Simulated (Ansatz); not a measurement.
`F[SiH]1C[N]1[GeH3]` → `N[C]1(F)[SiH2][GeH2]1`  (isomerisation)

Program: Ansatz. Geometries: PBE0-D4/def2-TZVP. ΔE: electronic, gas phase. CBS: MP2 limit from def2 TZ/QZ plus the TZ coupled-cluster correction, frozen cores. Functionals use def2-TZVPP. For Ge outer-core shells are correlated without core-valence functions, which leaves a few kJ/mol of doubt a bond. Scalar relativity is left out up to krypton. One conformer a species, not always the lowest.

```
             level  ΔE (eV)  difference from CCSD(T)/CBS
           PBE0-D4     2.48                        -0.27
               PBE     2.29                        -0.46
            r2SCAN     2.59                        -0.16
              PBE0     2.49                        -0.26
     HF/def2-TZVPP     3.20                         0.45
   CCSD/def2-TZVPP     2.87                         0.12
CCSD(T)/def2-TZVPP     2.80                         0.05
     HF/def2-QZVPP     3.25                         0.50
    MP2/def2-QZVPP     2.96                         0.21
      HF/CBS(def2)     3.26                         0.51
       CCSD(T)/CBS     2.75                            0
```

Largest T1 diagnostic among the species: 0.013.

From PBE to PBE0 (25 % exact exchange), in def2-TZVPP and without D4, ΔE moves by +0.19 eV. In def2-TZVPP, CCSD(T) changes the Hartree–Fock value by −0.40 eV (the triples alone add −0.08 eV) and MP2 by −0.23 eV.
